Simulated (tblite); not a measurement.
Compound: C5H11PSi.
Numbering: `[CH2:1]=[CH:2][P:3]1[CH2:4][CH2:5][C@H:6]1[SiH3:7]` (hydrogens: H8, H9 on C1; H10 on C2; H11, H12 on C4; H13, H14 on C5; H15 on C6; H16, H17, H18 on Si7)

Computed with GFN2-xTB (tblite), gas phase: Langevin dynamics at 200 K from the optimised GFN2-xTB geometry, time step 0.5 fs, friction 0.01 fs⁻¹, 2000 steps. The instantaneous temperature is 2·E(kin)/(3Nk) with all 3N coordinates.

```
t (fs)  T (K)  E(pot) above start (eV)  C1=C2 (Å)  C2–P3 (Å)  P3–C4 (Å)  C4–C5 (Å)  C5–C6 (Å)  C1–H8 (Å)  C1–C2–P3–C4 (°)
     0    170                    0.000      1.324      1.825      1.875      1.531      1.536      1.079              134
    25    103                    0.255      1.327      1.834      1.897      1.576      1.554      1.034              137
    50    128                    0.248      1.316      1.815      1.873      1.565      1.551      1.114              136
    75    124                    0.179      1.317      1.815      1.855      1.516      1.508      1.101              138
   100    117                    0.243      1.326      1.841      1.883      1.500      1.559      1.050              133
   125    131                    0.267      1.322      1.826      1.866      1.552      1.562      1.084              135
   150    174                    0.216      1.314      1.818      1.872      1.551      1.562      1.112              131
   175    131                    0.274      1.307      1.844      1.868      1.522      1.495      1.048              125
   200    187                    0.351      1.309      1.832      1.870      1.555      1.548      1.078              125
   225    192                    0.396      1.332      1.828      1.892      1.558      1.561      1.067              128
   250    211                    0.387      1.342      1.869      1.901      1.507      1.591      1.065              134
   275    179                    0.516      1.306      1.818      1.865      1.468      1.494      1.078              136
   300    238                    0.503      1.310      1.874      1.891      1.487      1.546      1.099              130
   325    257                    0.576      1.342      1.795      1.903      1.492      1.585      1.067              132
   350    246                    0.429      1.333      1.787      1.848      1.518      1.596      1.071              138
   375    170                    0.504      1.328      1.842      1.948      1.531      1.481      1.092              137
   400    174                    0.495      1.331      1.808      1.816      1.560      1.524      1.078              128
   425    215                    0.514      1.327      1.811      1.963      1.535      1.557      1.078              126
   450    223                    0.365      1.346      1.829      1.836      1.514      1.556      1.061              121
   475    212                    0.365      1.318      1.839      1.934      1.519      1.546      1.107              115
   500    167                    0.313      1.320      1.813      1.829      1.529      1.516      1.076              118
   525    130                    0.392      1.321      1.852      1.959      1.535      1.537      1.059              115
   550    112                    0.368      1.324      1.823      1.846      1.553      1.548      1.086              110
   575    159                    0.414      1.312      1.808      1.889      1.549      1.486      1.067              123
   600    126                    0.414      1.343      1.847      1.871      1.583      1.504      1.091              132
   625    170                    0.459      1.340      1.802      1.915      1.585      1.536      1.146              147
   650    199                    0.465      1.326      1.873      1.851      1.511      1.555      1.054              153
   675    145                    0.489      1.328      1.817      1.902      1.523      1.501      1.048              154
   700    183                    0.546      1.320      1.832      1.866      1.515      1.507      1.131              158
   725    180                    0.575      1.328      1.845      1.893      1.570      1.532      1.078              158
   750    210                    0.540      1.327      1.818      1.846      1.533      1.560      1.044              165
   775    200                    0.407      1.327      1.806      1.915      1.520      1.568      1.110              169
   800    208                    0.400      1.308      1.818      1.836      1.529      1.522      1.111              169
   825    184                    0.444      1.322      1.836      1.932      1.567      1.516      1.060              169
   850    141                    0.564      1.361      1.841      1.875      1.555      1.545      1.062              164
   875    203                    0.509      1.335      1.829      1.937      1.503      1.604      1.103              167
   900    203                    0.441      1.293      1.812      1.884      1.501      1.569      1.041              174
   925    205                    0.389      1.338      1.871      1.864      1.516      1.471      1.090              172
   950    154                    0.404      1.344      1.786      1.878      1.574      1.497      1.111              174
   975    157                    0.417      1.328      1.838      1.881      1.578      1.565      1.049              179
  1000    195                    0.300      1.324      1.791      1.855      1.525      1.564      1.093              173
```

Problem. From 500 fs on, how do temperature and potential energy compare with equipartition?

Solution. The mean temperature of these 21 frames is 173 K against the target 200 K, and the mean potential energy 0.44 eV against 48 × kT/2 = 0.41 eV for 48 classical harmonic modes. For 18 atoms in a canonical ensemble the temperature itself scatters by T·√(2/(3N)) = 38 K; here its standard deviation is 29 K. The whole run lasts only 10 friction times of 100 fs, so these averages carry a wide statistical error.

Problem. What are the kinetic and total energies of the listed frame with the highest potential energy?

Solution. The one at 325 fs, 0.576 eV above the start. Its kinetic energy is 3NkT/2 = 0.598 eV at 257 K, so the sum is 1.17 eV; over the listed frames the sum runs from 0.39 to 1.17 eV, since the thermostat adds and removes energy.

Problem. How much do the listed bonds fluctuate from 500 fs on?

Solution. 
```
 bond  at the start (Å)  mean (Å)  standard deviation (Å)
C1=C2             1.324     1.327                   0.014
C2–P3             1.825     1.826                   0.023
P3–C4             1.875     1.882                   0.034
C4–C5             1.531     1.541                   0.027
C5–C6             1.536     1.534                   0.032
C1–H8             1.079     1.081                   0.029
```

The motion is classical and holds no zero-point motion.

What follows is the cost of the whole dynamics run. Time: 26 s; peak memory 0.18 GiB. Hardware: an Arm Neoverse N1 with one thread (shared host).
